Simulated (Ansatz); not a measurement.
The same path of FH2Sn (4 atoms, charge 0, multiplicity 2) was run twice with different band settings. The coordinate that changes most is the height of Sn2 over the plane of its neighbours.

All numbers below come from UKS B3LYP/def2-SVP in Ansatz 0.2.0.

Relaxed end points:

```xyz
4
Properties=species:S:1:pos:R:3
F -1.580 -0.194 0.652
Sn 0.021 -0.249 -0.478
H 1.203 -1.055 0.527
H 0.412 1.438 -0.720
```

```xyz
4
Properties=species:S:1:pos:R:3
F -1.653 -0.422 0.241
Sn 0.180 0.251 0.420
H 1.160 -1.190 0.283
H 0.368 1.302 -0.965
```

Common settings: movable images 5; climbing image yes; optimiser quadratic models (default); start path IDPP; force threshold 0.05 eV/Å; iteration limit 60; end points relaxed.

| run | spring |
| --- | --- |
| 1 | 5.0 eV/Å² |
| 2 | 2.0 to 10.0 eV/Å², energy-weighted |

What does each run give, and how far can it be trusted?

Run 1: converged after 3 iterations, highest image 0.833 eV above the first end. A vibrational analysis at the climbing image gives one clearly imaginary mode, 1066i cm⁻¹: a first-order saddle point.
Run 2: converged after 3 iterations, highest image 0.833 eV above the first end. Another band between the same ends (5 images) ends at a top of the same energy, where a vibrational analysis finds 1 clearly imaginary mode.
